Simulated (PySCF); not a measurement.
# Two-component Hartree-Fock for Dy (dysprosium, neutral)

Start: [Xe] 4f10 6s2; 4f5/2 filled at m_j = -5/2, -3/2, -1/2, +1/2, +3/2, +5/2; 4f7/2 filled at m_j = +1/2, +3/2, +5/2, +7/2. Calculated with PySCF 2.14 in x2c-TZVPall-2c with one added diffuse shell each of s, p, d, f type (12s12p11d5f1g, 147 functions): generalised Hartree-Fock with the X2C-1e Hamiltonian and a Gaussian nucleus; one run each with spin-orbit coupling (SO) switched off, then screened by Boettger's factors.

```json
{"spinor shell": "1s1/2", "electrons": "2", "ε, spin-free (eV)": "-54059.1", "ε, screened SO (eV)": "-54047.9", "weight of nominal j (screened SO)": "1.000", "rms radius, screened SO (bohr)": "0.0240"}
{"spinor shell": "2s1/2", "electrons": "2", "ε, spin-free (eV)": "-9126.6", "ε, screened SO (eV)": "-9123.1", "weight of nominal j (screened SO)": "1.000", "rms radius, screened SO (bohr)": "0.0971"}
{"spinor shell": "2p1/2", "electrons": "2", "ε, spin-free (eV)": "-8093.7", "ε, screened SO (eV)": "-8659.1", "weight of nominal j (screened SO)": "1.000", "rms radius, screened SO (bohr)": "0.0830"}
{"spinor shell": "2p3/2", "electrons": "4", "ε, spin-free (eV)": "-8093.7", "ε, screened SO (eV)": "-7854.0", "weight of nominal j (screened SO)": "1.000", "rms radius, screened SO (bohr)": "0.0896"}
{"spinor shell": "3s1/2", "electrons": "2", "ε, spin-free (eV)": "-2083.7", "ε, screened SO (eV)": "-2082.6", "weight of nominal j (screened SO)": "1.000", "rms radius, screened SO (bohr)": "0.250"}
{"spinor shell": "3p1/2", "electrons": "2", "ε, spin-free (eV)": "-1760.3", "ε, screened SO (eV)": "-1880.1", "weight of nominal j (screened SO)": "1.000", "rms radius, screened SO (bohr)": "0.241"}
{"spinor shell": "3p3/2", "electrons": "4", "ε, spin-free (eV)": "-1760.3", "ε, screened SO (eV)": "-1708.7", "weight of nominal j (screened SO)": "1.000", "rms radius, screened SO (bohr)": "0.255"}
{"spinor shell": "3d3/2", "electrons": "4", "ε, spin-free (eV)": "-1342.6", "ε, screened SO (eV)": "-1364.9", "weight of nominal j (screened SO)": "0.999", "rms radius, screened SO (bohr)": "0.228"}
{"spinor shell": "3d5/2", "electrons": "6", "ε, spin-free (eV)": "-1342.6", "ε, screened SO (eV)": "-1326.7", "weight of nominal j (screened SO)": "0.999", "rms radius, screened SO (bohr)": "0.231"}
{"spinor shell": "4s1/2", "electrons": "2", "ε, spin-free (eV)": "-436.65", "ε, screened SO (eV)": "-436.30", "weight of nominal j (screened SO)": "1.000", "rms radius, screened SO (bohr)": "0.564"}
{"spinor shell": "4p1/2", "electrons": "2", "ε, spin-free (eV)": "-327.66", "ε, screened SO (eV)": "-355.79", "weight of nominal j (screened SO)": "0.994", "rms radius, screened SO (bohr)": "0.579"}
{"spinor shell": "4p3/2", "electrons": "4", "ε, spin-free (eV)": "-327.66", "ε, screened SO (eV)": "-315.39", "weight of nominal j (screened SO)": "0.997", "rms radius, screened SO (bohr)": "0.609"}
{"spinor shell": "4d3/2", "electrons": "4", "ε, spin-free (eV)": "-176.06", "ε, screened SO (eV)": "-183.59", "weight of nominal j (screened SO)": "0.889", "rms radius, screened SO (bohr)": "0.655"}
{"spinor shell": "4d5/2", "electrons": "6", "ε, spin-free (eV)": "-176.06", "ε, screened SO (eV)": "-170.76", "weight of nominal j (screened SO)": "0.926", "rms radius, screened SO (bohr)": "0.664"}
{"spinor shell": "5s1/2", "electrons": "2", "ε, spin-free (eV)": "-59.747", "ε, screened SO (eV)": "-59.694", "weight of nominal j (screened SO)": "1.000", "rms radius, screened SO (bohr)": "1.41"}
{"spinor shell": "5p1/2", "electrons": "2", "ε, spin-free (eV)": "-31.564", "ε, screened SO (eV)": "-35.452", "weight of nominal j (screened SO)": "0.977", "rms radius, screened SO (bohr)": "1.59"}
{"spinor shell": "5p3/2", "electrons": "4", "ε, spin-free (eV)": "-31.564", "ε, screened SO (eV)": "-29.893", "weight of nominal j (screened SO)": "0.989", "rms radius, screened SO (bohr)": "1.72"}
{"spinor shell": "4f5/2", "electrons": "6", "ε, spin-free (eV)": "-13.940", "ε, screened SO (eV)": "-14.069", "weight of nominal j (screened SO)": "0.718", "rms radius, screened SO (bohr)": "0.952"}
{"spinor shell": "4f7/2", "electrons": "4", "ε, spin-free (eV)": "-13.940", "ε, screened SO (eV)": "-13.619", "weight of nominal j (screened SO)": "0.714", "rms radius, screened SO (bohr)": "0.960"}
{"spinor shell": "6s1/2", "electrons": "2", "ε, spin-free (eV)": "-5.103", "ε, screened SO (eV)": "-5.106", "weight of nominal j (screened SO)": "1.000", "rms radius, screened SO (bohr)": "4.74"}
```

| quantity | spin-free | screened SO |
| --- | --- | --- |
| E (hartree) | -12148.51562 | -12157.48379 |
| M_J | 8 | 8 |
| ⟨J²⟩ | 72.011 | 72.011 |
| ⟨L²⟩ | 42.003 | 42.747 |
| ⟨S²⟩ | 6.008 | 5.902 |

Each row is a mean over spinors that exchange with the open shell spreads, by up to 14.764 eV (4d5/2).

Rows whose weight is well below 1 are mixtures of j = l ± 1/2: exchange outweighs spin-orbit coupling there, and the label is only the starting occupation.

Breit and QED terms are absent; they matter most for the inner s and p1/2 levels.

Densities and radii are taken from the X2C orbitals without a picture-change correction, which distorts them close to the nucleus.

Without spin-orbit coupling the j labels of p, d and f shells carry no meaning; the spin-free column gives the mean over the occupied spinors of each nl shell.
